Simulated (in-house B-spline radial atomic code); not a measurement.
## PBE hybrid excitations of Ge²⁺

Method: PBE hybrid with 0 exact exchange. Computed with a B-spline radial code for spherical atoms: linear response of the closed shell [Ar] 3d10 4s2 with the functional's adiabatic kernel; scalar-relativistic (spin-free one-electron X2C), finite nucleus, no spin-orbit coupling, no double excitations, S, P, D and F terms only; shells from n = 2 respond. Only terms of natural parity with L up to 3 were computed.

Command:
```bash
python run_td.py task.json out
```
Settings (radii: box in bohr, nucleus in fm):
```
Z                        32
electrons                30
configuration            [Ar] 3d10 4s2
hamiltonian              x2c
method                   pbeh
box_radius               29.48
exact_exchange_fraction  0
rms_radius               4.0742
intervals                73
```

Run time, properties included: 1.7 s on 1 thread of Arm Neoverse N1, on a shared host.

The lowest states, in the order of their Tamm-Dancoff energies; the method's threshold (minus the highest occupied level) is 29.239 eV. Labels give the largest channel, * marks a mixed state, and oscillator strengths are full-response dipole values. Semilocal kernels can invert the small singlet-triplet splittings of Rydberg terms. Energies in eV:

```tsv
state	full response	Tamm-Dancoff	oscillator strength
4s → 4p 3P	7.997	8.130	-
4s → 4p 1P	11.625	12.119	1.64
4s → 5s 3S	19.172	19.177	-
4s → 4d 3D	19.522	19.549	-
4s → 5s 1S	19.807	19.833	-
4s → 4d 1D	20.162	20.171	-
4s → 5p 3P	21.716	21.725	-
4s → 5p 1P	22.074	22.126	0.00128
4s → 6s 3S	?	?	-
4s → 6s 1S	24.748	24.754	-
4s → 5d 3D	?	?	-
4s → 5d 1D	25.096	25.098	-
4s → 4f 3F	25.103	25.107	-
4s → 4f 1F	25.139	25.141	-
4s → 6p 3P	25.445	25.447	-
4s → 6p 1P	25.533	25.545	0.00354
```

Problem. Where does 4s → 5d 3D lie?

Solution. At 24.952 eV in full response, 24.958 eV in Tamm-Dancoff.

Problem. Where does 4s → 6s 3S lie?

Solution. At 24.604 eV in full response, 24.605 eV in Tamm-Dancoff.

Problem. How large is the singlet-triplet splitting of 4s → 4p (P terms) in Tamm-Dancoff?

Solution. 3.99 eV, from the unrounded values.

Problem. What polarisabilities and dispersion coefficient does the method give?

Solution. Dipole 10.2 bohr³, quadrupole 30.28 bohr⁵, C6 39.77 hartree·bohr⁶ for two such species.
